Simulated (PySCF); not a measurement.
A calculated (LDA, PySCF 2.14, cc-pVTZ-DK, scalar relativity by spin-free X2C-1e) atom or ion has these occupied shells.

```
shell  electrons  orbital energy (eV)  rms radius, mean of both spins (bohr)
   1s          2              -1512.6                                  0.139
   2s          2              -115.84                                  0.688
   2p          6              -78.119                                  0.680
   3s          2              -14.904                                   2.55
```

Name the element and its charge.

Al⁺ (aluminium, charge +1), in [Ne] 3s2, closed-shell 1S.
